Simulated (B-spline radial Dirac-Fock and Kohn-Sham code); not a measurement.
## Satellites and hypersatellites of the K lines of Mo⁴⁺

System: Mo⁴⁺ in the configuration [Kr] 4d1 5s1 (an excited configuration).

Calculated with a B-spline atomic structure program, using Dirac-Fock energy differences between relaxed states, corrected for Breit and QED terms. Each two-hole energy is an average over J within one jj subconfiguration, not an observable level; in light atoms, where LS coupling holds, the j-resolved values are not observed lines, and for a K spectator the Kα1 hypersatellite is nearly forbidden. Correlation and solid-state effects are left out.

Lines without a spectator: Kα2 (K-L2) 17371.9 eV, Kα1 (K-L3) 17476.8 eV, Kβ3 (K-M2) 19585.7 eV, Kβ1 (K-M3) 19603.4 eV. Shifts in eV with one spectator hole (a dash: not computed, or left out as unreliable):

```tsv
spectator hole	Kα2	Kα1	Kβ3	Kβ1
K (1s)	+467.1	+477.4	+592.7	+594.8
L2 (2p1/2)	+48.9	+60.9	–	+132.3
L3 (2p3/2)	+50.7	+49.9	+121.3	–
M2 (3p1/2)	–	+5.94	+14.41	+17.73
M3 (3p3/2)	+4.69	–	+15.68	+15.11
M4 (3d3/2)	+0.26	-1.76	–	–
M5 (3d5/2)	-2.04	-0.64	–	–
```

With n spectator holes in 2p, averaged over the 2p shell (energies in eV):

| n | KαLⁿ | step | hypersatellite KαʰLⁿ |
| --- | --- | --- | --- |
| 0 | 17441.8 | – | 17915.8 |
| 1 | 17494.8 | +53.0 | 17970.1 |
| 2 | 17549.0 | +54.2 | 18025.7 |
| 3 | 17604.4 | +55.4 | 18082.5 |
| 4 | 17661.1 | +56.6 | 18140.6 |
| 5 | 17719.0 | +57.9 | 18199.9 |
